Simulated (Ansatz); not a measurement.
CH3O2, charge +1, singlet, geometry from GFN2-xTB; SC-NEVPT2/6-31G, CASSCF(2,2) (Ansatz, an electronic-structure program).

The Ansatz input:
Ansatz 0.2 input:
```yaml
crystal:
  periodic: [false, false, false]
  atoms:
    - {symbol: O, position_ang: [-0.99670430, -0.48679131, -0.02050171]}
    - {symbol: C, position_ang: [0.16260915, 0.52937802, -0.00703074]}
    - {symbol: O, position_ang: [1.22437017, 0.11575511, 0.11238354]}
    - {symbol: H, position_ang: [-0.70362568, -1.42889272, -0.05203392]}
    - {symbol: H, position_ang: [-0.30185128, 1.51257374, -0.07705403]}
    - {symbol: H, position_ang: [-1.79150481, -0.29165963, -0.56378237]}
basis:
  gaussian:
    orbitals: 6-31G
total_charge: 1
magnetization: {spin_polarized: false}
correlation: {method: sc_nevpt2, electrons: all, active_space: {window: {electrons: 2, orbitals: 2}}}
```

Q: Write the output that Ansatz gives for this input, abridged.

A: 
```
Functional definition: HF
373 factors; integrals over basis functions are off by at most 2.6e-4 eV
mean field evaluation 1: about -5135.0992 eV, gradient 5.5e1 eV
mean field evaluation 2: about -5135.1149 eV, gradient 5.5e1 eV
mean field evaluation 4: about -5140.7879 eV, gradient 5.0e0 eV
mean field evaluation 8: about -5140.8745 eV, gradient 3.0e-1 eV
mean field -5140.87540251 eV, -188.9236864318 hartree, gradient 2.0e-6 eV, S^2 0.000000; 0 other end points of the search recorded, 0 dependent functions left out
reference -5140.87540251 eV, -188.9236864318 hartree; 12, 12 occupied and 21, 21 virtual orbitals, 373 factors
state -5141.91924241 eV, -188.9620468405 hartree
state -5141.91924241 eV, -188.9620468405 hartree; corrected -5150.28755926 eV, -189.2695768127 hartree
Total energy: -5150.28755926 eV, -189.2695768127 hartree
```
